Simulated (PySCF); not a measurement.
GeBr2Cl2.
InChI=1S/Br2Cl2Ge/c1-5(2,3)4

Computed with PySCF 2.14.0, density-fitted response routines, TDDFT wB97X-D/def2-SVPD, vertical, gas phase, core orbitals frozen in the response. Geometry: PBE0-D3(BJ)/def2-SVP; no solvent, vibrations or thermal averaging. Relativistic effects, spin–orbit coupling among them, are left out although an element past zinc is present.

Computed states:

```json
{"state": "S1", "E (eV)": "5.17", "f": "0.0052"}
{"state": "S2", "E (eV)": "5.29", "f": "0.0000"}
{"state": "S3", "E (eV)": "5.46", "f": "0.0093"}
{"state": "S4", "E (eV)": "5.80", "f": "0.030"}
{"state": "S5", "E (eV)": "6.16", "f": "0.034"}
{"state": "S6", "E (eV)": "6.28", "f": "0.109"}
{"state": "S7", "E (eV)": "6.37", "f": "0.0001"}
{"state": "S8", "E (eV)": "6.52", "f": "0.041"}
{"state": "S9", "E (eV)": "7.81", "f": "0.0000"}
{"state": "S10", "E (eV)": "7.87", "f": "0.0007"}
{"state": "S11", "E (eV)": "7.89", "f": "0.0015"}
{"state": "S12", "E (eV)": "7.95", "f": "0.0008"}
{"state": "S13", "E (eV)": "8.00", "f": "0.0006"}
{"state": "S14", "E (eV)": "8.02", "f": "0.0026"}
{"state": "S15", "E (eV)": "8.10", "f": "0.0000"}
```

Each state is given a Gaussian of 0.4 eV full width at half maximum, with ε(max) = 2.175×10⁸ f / Δν̃ (Δν̃ the width in cm⁻¹). The cross-section is σ = 3.8235×10⁻²¹ ε cm², given in Mb (10⁻¹⁸ cm²). The width is an assumption, not a result. The curve ends short of the highest state used, and states not computed would add to its high-energy end.

(1) Give the broadened spectrum and its maxima.

(2) On this curve, what absorbance would a 10⁻⁵ mol/L sample give at 193 nm over a 1 cm path?

(3) Coming from long wavelengths, where does ε first pass 100 L mol⁻¹ cm⁻¹?

Results:

(1) 
```json
{"λ (nm)": "165.3", "σ (Mb)": "0.06"}
{"λ (nm)": "169.9", "σ (Mb)": "0.00"}
{"λ (nm)": "174.5", "σ (Mb)": "0.03"}
{"λ (nm)": "179.1", "σ (Mb)": "0.69"}
{"λ (nm)": "183.7", "σ (Mb)": "5.01"}
{"λ (nm)": "188.3", "σ (Mb)": "16.11"}
{"λ (nm)": "192.9", "σ (Mb)": "31.26"}
{"λ (nm)": "197.5", "σ (Mb)": "38.99"}
{"λ (nm)": "202.1", "σ (Mb)": "29.72"}
{"λ (nm)": "206.7", "σ (Mb)": "16.36"}
{"λ (nm)": "211.3", "σ (Mb)": "10.68"}
{"λ (nm)": "215.9", "σ (Mb)": "8.64"}
{"λ (nm)": "220.5", "σ (Mb)": "6.25"}
{"λ (nm)": "225.1", "σ (Mb)": "4.33"}
{"λ (nm)": "229.7", "σ (Mb)": "3.29"}
{"λ (nm)": "234.3", "σ (Mb)": "2.61"}
{"λ (nm)": "238.9", "σ (Mb)": "2.02"}
{"λ (nm)": "243.5", "σ (Mb)": "1.42"}
{"λ (nm)": "248.1", "σ (Mb)": "0.84"}
{"λ (nm)": "252.7", "σ (Mb)": "0.40"}
{"λ (nm)": "257.3", "σ (Mb)": "0.15"}
{"λ (nm)": "261.9", "σ (Mb)": "0.05"}
{"λ (nm)": "266.5", "σ (Mb)": "0.01"}
{"λ (nm)": "271.1", "σ (Mb)": "0.00"}
```

Maxima: 197 nm (6.28 eV), ε about 10000, made up of S5 (17%), S6 (72%) and S8 (10%) (ε in L mol⁻¹ cm⁻¹; maxima over ε = 5, shares over 10%). At its high-energy end, 7.50 eV, the curve is still rising (ε about 15, from S10, S11, S12 and S14).

(2) 193 nm is 6.424 eV, where ε is about 8300 L mol⁻¹ cm⁻¹, so A = ε c l ≈ 0.083 (Beer–Lambert, with the gas-phase spectrum and the assumed width).

(3) At about 253 nm (4.90 eV), 0.27 eV below S1.

Time: 19 s wall (with the writing of density and orbital grids); peak memory 0.80 GiB. Hardware: an AMD EPYC 9R45 with one thread, on a shared host.
